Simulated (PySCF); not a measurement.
Isomers of [C9H16P]+ (charge +1), from PBE0-D3(BJ)/def2-SVP geometry optimisation, gas phase in PySCF 2.14.0. One conformer each, no zero-point energy, no frequencies.

Question: Which is lower in electronic energy at this level?
A. `[CH3:1][CH2:2][C:3]1=[CH:4][PH2+:5][CH:6]=[C:7]1[CH:8]([CH3:9])[CH3:10]` (charge +1) with C1–C2–C3–C4 4°, C6–C7–C8–C9 -97°: A = 1233, B = 977.5, C = 606.5 MHz, dipole 4.20 D
B. `[CH:1]#[C:2][CH2:3][P@H+:4]([CH2:5][CH2:6][CH3:7])[CH:8]1[CH2:9][CH2:10]1` (charge +1) with C2–C3–P4–C5 -59°, C3–P4–C5–C6 179°, P4–C5–C6–C7 -63°, C3–P4–C8–C9 -146°: A = 1239, B = 857.4, C = 567.9 MHz, dipole 1.10 D

Answer: A. That is `C(C1=C[PH2+]C=C1C(C)C)C`, 34.0 kcal/mol below the other.

| SMILES | mapped SMILES | E (Eh) | relative (kcal/mol) | relative (kJ/mol) | dipole about centre of mass (D) |
| --- | --- | --- | --- | --- | --- |
| CCC1=C[PH2+]C=C1C(C)C | [CH3:1][CH2:2][C:3]1=[CH:4][PH2+:5][CH:6]=[C:7]1[CH:8]([CH3:9])[CH3:10] | -692.78039 | 0.0 | 0.0 | 4.20 |
| C#CC[P@H+](CCC)C1CC1 | [CH:1]#[C:2][CH2:3][P@H+:4]([CH2:5][CH2:6][CH3:7])[CH:8]1[CH2:9][CH2:10]1 | -692.72624 | 34.0 | 142.2 | 1.10 |

As drawn, the higher has a three-membered ring, which the lower lacks.
